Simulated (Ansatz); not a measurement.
Total energies of CH$_{3}$GeNS (`S=[C]1[NH][GeH2]1`).

Z-matrix (Å, degrees):
```
Ge
C 1 1.979
N 1 1.885 2 39.8
H 1 1.535 2 122.7 3 -85.6
H 1 1.535 2 122.7 3 85.6
S 2 1.608 1 152.3 3 180.0
H 3 1.014 1 159.1 2 -180.0
```

Charge 0, multiplicity 1. Correlated methods include outer-core shells of Ge, which these sets cover unevenly. Scalar relativity is left out up to krypton. The structure was optimised at the PBE0-D4/def2-TZVP level. Basis def2-TZVPP, the Gaussian-basis code of Ansatz.

RPA on PBE orbitals: Hartree–Fock energy of these orbitals -2566.87110 Eh, correlation -1.24818 Eh (frozen core).

```tsv
functional	energy without D4 (Eh)	D4 term (kJ/mol)
LDA (SPW92)	-2564.53052	–
revPBE	-2569.60200	-47.3
BLYP	-2569.88350	-36.3
B97M-V	-2569.35832	–
PBE0	-2569.34133	-13.8
B3LYP	-2569.91601	-27.0
r2SCAN0	-2569.72299	-4.5
HSE06 (plane-wave form)	-2569.33021	-13.0
BHLYP	-2569.76259	-21.9
CAM-B3LYP	-2569.93055	-14.2
LC-ωPBE	-2569.38610	–
ωB97X-V	-2569.56350	–
ωB97M-V	-2569.67573	–
PBE-QIDH	-2568.90723	–
```

Task: Give the same for PBE, r2SCAN, r2SCANh, B2PLYP. (Estimate.)

Result: The calculation gave: 
```
functional  energy without D4 (Eh)  D4 term (kJ/mol)
       PBE             -2569.26122             -16.4
    r2SCAN             -2569.76723              -3.7
   r2SCANh             -2569.74890              -4.0
    B2PLYP             -2569.28066                 –
```

B3LYP takes the VWN-RPA correlation (the form of Gaussian; ORCA's B3LYP/G). HSE06 is the plane-wave form, built on full-range PBE exchange. The double hybrids freeze the cores in their second-order part.

LC-ωPBE has ω = 0.4 bohr⁻¹.
